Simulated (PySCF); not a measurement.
C7H9OPSi: full NMR table

```
Formula                               : C7H9OPSi
SMILES                                : Cc1pccc(C=O)c1[SiH3]
Point group of the computed structure : C1
Carbon signals                        : 7
Proton signals                        : 5
```

Bonds (- single, = double, # triple, : aromatic): C1-C2, C2:P3, P3:C4, C4:C5, C5:C6, C6-C7, C7=O8, C6:C9, C9-Si10, C9:C2. C1 carries H11, H12, H13; C4 carries H14; C5 carries H15; C7 carries H16; Si10 carries H17, H18, H19.

Calculated, not measured (PySCF): PBE0-D3(BJ)/def2-SVP geometry, shieldings: GIAO PBE0/pcSseg-1. A single conformation, no solvent model, averaged over atoms made equivalent by symmetry, fast rotation or ring inversion, non-relativistic Hamiltonian.

Referencing at the same level of theory: ¹H (σ = 31.27 ppm), ¹³C (σ = 184.41 ppm), ²⁹Si (σ = 351.99 ppm) against TMS; H3PO4 for ³¹P (σ = 310.13 ppm); ¹⁷O (σ = 334.56 ppm) against H2O.

```tsv
carbon	δC, type	δH (multiplicity)	HMBC from (2–3 bonds)	span of the C tensor (ppm)
C1	31.1, CH3	3.03 (m)	–	31
C2	187.0, C	–	H14, H17/H18/H19, H11/H12/H13	354
C4	166.5, CH	9.08 (m)	H15	322
C5	134.2, CH	8.67 (m)	H16, H14	249
C6	143.5, C	–	H16, H14, H15, H17/H18/H19	211
C7	194.1, CH	10.56 (s)	H15	182
C9	143.5, C	–	H16, H15, H17/H18/H19, H11/H12/H13	218
```

Other nuclei:
```tsv
atoms	nucleus	environment	δ (ppm)	σ (ppm)
H17/H18/H19	¹H	hydrogen on a silicon bonded to C	4.87	26.40
P3	³¹P	phosphorus bonded to 2 C, in a 6-membered ring	265.9	44.2
Si10	²⁹Si	silicon bonded to C, 3 H	-83.4	435.4
O8	¹⁷O	aldehyde oxygen	665.7	-331.2
```

1. δC 194.1: aldehyde carbonyl carbon; the double bond to the heteroatom, with no lone-pair donor beside it, deshields it most.
2. δC 187.0, 143.5, 143.5: substituted aromatic carbon.
3. δC 166.5, 134.2: aromatic CH.
4. δH 10.56: hydrogen on an aldehyde carbonyl carbon; the C=O anisotropy and electron withdrawal place aldehyde protons far downfield.
5. δH 9.08, 8.67: hydrogen on an aromatic CH.

Splittings by ³¹P in the carbon and heteronuclear signals aren't shown, as no couplings were computed. Shifts are as computed. Against solution values, carbons near 30 ppm lie about +2 ppm off and those near 130 ppm about +5 ppm. Of 1211 compounds with measured shifts, 218 miss one by over three times the rms of a fit or turn the order of signals round; such compounds aren't used in these exercises. Unscaled 17O shifts of doubly bonded oxygen tend to come out too high, by tens of ppm or more. Experimental scales use liquid or dissolved standards, which lie at an offset from isolated H2O (liquid H2O: subtract about 36 ppm) and H3PO4. Multiplicities follow the n + 1 count of equivalent neighbours, as no J values were calculated; m marks all less simple cases, F and P coupling included.
